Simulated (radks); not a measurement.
The numbers below are computed, except where a source is named.
Ionisation of the antimony ion Sb3+, [Kr] 4d10 5s2, to Sb4+, [Kr] 4d10 5s1, under several functionals. Dirac Kohn-Sham, spin-unpolarised, spherical densities, finite nucleus; a radial shooting solver on a logarithmic mesh with Libxc functionals.

| functional | E(Sb3+) (hartree) | Exc (hartree) | IE (eV) | -e(HOMO) (eV) | <r> HOMO (bohr) | IE error (eV) |
|---|---|---|---|---|---|---|
| BLYP | -6482.17044 | -170.44631 | 44.437 | 38.980 | 2.025 | +0.633 |
| BP86 | -6482.66122 | -170.95069 | 44.487 | 39.122 | 2.015 | +0.683 |
| PBE | -6481.52217 | -169.80013 | 44.290 | 38.895 | 2.022 | +0.486 |
| exchange-only LDA | -6471.25938 | -159.40574 | 43.430 | 38.008 | 2.026 | -0.374 |

NIST Atomic Spectra Database: 43.80 eV (measured). Closest: exchange-only LDA. The Delta-SCF values span 1.06 eV, the total energies 11.40 hartree. The highest occupied level is 5s1/2. Spin polarisation and multiplet splitting are left out, so open shells lie too high by an amount that depends on their filling.

Beside tabulated values, note that spin-unpolarised runs miss the spin-polarisation part of the exchange energy of open shells.
